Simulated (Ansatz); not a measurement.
`CSC(F)[SeH]` + H₂ → `CSCF` + H₂Se at 298.15 K and 1 bar (hydrogenolysis of a C–Se bond).

Isolated molecules relaxed with PBE0-D4/def2-TZVP in Ansatz; ΔE leaves out vibrations. CCSD(T)/CBS is the MP2 limit (def2-TZVPP, def2-QZVPP) plus CCSD(T) − MP2 in def2-TZVPP, frozen cores. This one scheme is used for every species. For Se outer-core shells are correlated without core-valence functions, which leaves a few kJ/mol of doubt a bond. Scalar relativity is left out up to krypton. Each species was taken in one conformer, which may not be the lowest.

```csv
species,CCSD(T)/CBS energy (Eh),H − E (kJ/mol),S (J/(mol·K))
`CSC(F)[SeH]`,-2977.36337,196.0,360.5
H₂,-1.17544,35.1,130.4
`CSCF`,-576.66859,197.7,309.1
H₂Se,-2401.89790,45.8,219.1
```

H − E and S are ideal-gas, rigid-rotor, harmonic terms from PBE0-D4/def2-TZVP, for one conformer and one mirror image of each species. For small species the MP2-based limit differs from directly extrapolated CCSD(T) by up to some mEh (0.8 for H₂); such offsets cancel only in part. 1 Eh = 2625.50 kJ/mol, R = 8.31446 J/(mol·K).

Q: By hand: ΔE, ΔH, ΔS and ΔG.

A: ΔE = (-576.66859) + (-2401.89790) − (-2977.36337) − (-1.17544) = -0.02768 Eh = -72.7 kJ/mol. Δ(H − E) = 197.7 + 45.8 − 196.0 − 35.1 = 12.4, so ΔH = -60.3 kJ/mol. ΔS = 309.1 + 219.1 − 360.5 − 130.4 = 37.3 J/(mol·K). ΔG = -60.3 − 298.15 × (37.3)/1000 = -71.4 kJ/mol.

Q: By hand: the equilibrium constant, and the temperature at which ΔG would vanish if ΔH and ΔS stayed fixed.

A: log₁₀ K = −ΔG/(RT ln 10) = 12.5. ΔH and −TΔS have one sign here, so there is no such temperature.

ΔH outweighs TΔS. A doubt of 5 kJ/mol in ΔE shifts log₁₀ K by 0.9 here. Other conformers and mirror images would add mixing entropy, several J/(mol·K) or more a flexible species. These are equilibria of isolated gas molecules and say nothing of rates. Largest T1 diagnostic: 0.011 (customary marks: 0.02 for closed shells, 0.045 for open ones).
